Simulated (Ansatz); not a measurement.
C2H8F2MoO4, SMILES `C[O][Mo]([OH])([OH])([F])([F])[O]C`, relaxed with RKS PBE-D4/def2-SVP in Ansatz 0.2.0 from a rough embedded geometry. The force threshold is 0.03 eV/Å; the program also tests the step.

Charge 0, multiplicity 1. Mo takes the def2 core potential.

Start:

```xyz
17

C    -0.360    2.159    0.487
O    -0.523    0.946    1.257
Mo   -0.695   -0.712    0.022
O    -0.907   -2.267   -1.088
O    -1.471    0.423   -1.489
F    -0.026   -1.818    1.520
F    -2.519   -0.958    0.763
O     1.143   -0.349   -0.712
C     2.118   -0.591    0.331
H    -1.376    2.411    0.119
H     0.322    1.917   -0.345
H     0.009    2.930    1.133
H    -0.492   -2.136   -2.000
H    -2.324   -0.052   -1.683
H     3.102   -0.156   -0.042
H     2.222   -1.678    0.497
H     1.777   -0.067    1.231
```

Problem. How much energy does the relaxation release, and in how many steps? (An estimate is asked.)

Solution. Ansatz gave: 180.48 kJ/mol, in 32 steps, 1 of them rejected.

Problem. Which bonds change most? (An estimate is asked.)

Solution. Ansatz gave: O2–Mo3 from 2.074 to 1.853 Å; Mo3–O8 from 2.012 to 1.889 Å; Mo3–F7 from 1.984 to 1.873 Å; Mo3–O5 from 2.043 to 1.936 Å.

Problem. Give the relaxed structure. (An estimate is asked.)

Solution. Ansatz gave: 
```xyz
17

C    -0.977    2.519    0.740
O    -0.720    1.172    1.002
Mo   -0.611   -0.498    0.205
O    -0.596   -1.969   -1.019
O    -1.355    0.508   -1.273
F     0.014   -1.473    1.713
F    -2.281   -1.137    0.762
O     1.225   -0.296   -0.189
C     2.304   -1.174   -0.066
H    -1.451    2.604   -0.264
H    -0.026    3.097    0.758
H    -1.663    2.921    1.517
H     0.027   -1.978   -1.771
H    -1.671   -0.034   -2.021
H     2.205   -2.026   -0.782
H     2.326   -1.599    0.963
H     3.252   -0.636   -0.274
```
